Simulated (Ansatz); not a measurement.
System: 2-fluoropyrazine, C₄H₃FN₂ (charge 0, singlet). SMILES: Fc1cnccn1
Geometry from a B3LYP-D3(BJ)/def2-TZVP (Ansatz, a quantum-chemistry and plane-wave program) optimisation:
```
C
N 1 1.3041
C 2 1.3369 1 115.83
F 1 1.3372 2 117.13 3 180.00
H 3 1.0834 2 117.00 1 -180.00
C 3 1.3864 5 121.48 2 180.00
N 6 1.3356 3 121.57 5 -180.00
C 7 1.3247 6 117.19 3 0.00
H 6 1.0830 7 117.28 8 -180.00
H 8 1.0831 7 118.92 6 180.00
```

Computed values are from Ansatz. Cores are frozen in the correlated levels unless marked. UHF or UKS for open shells. No spin-orbit coupling. Non-relativistic. Basis-set limits of correlation are two-point, X^-3; Hartree-Fock from the larger set.

```yaml
atomisation energy De: 1115.9 kcal/mol at CCSD(T)/CBS(aug-cc-pVTZ,aug-cc-pVQZ)
total_energy: -363.1615 Eh at CCSD(T)/CBS(aug-cc-pVTZ,aug-cc-pVQZ)
dipole_moment: 1.53 D at CCSD(T)/aug-cc-pVDZ
T1 diagnostic: 0.012 at CCSD/aug-cc-pVQZ
```

The Hartree-Fock reference is unstable (checked in the largest basis), which strains HF and MP2.
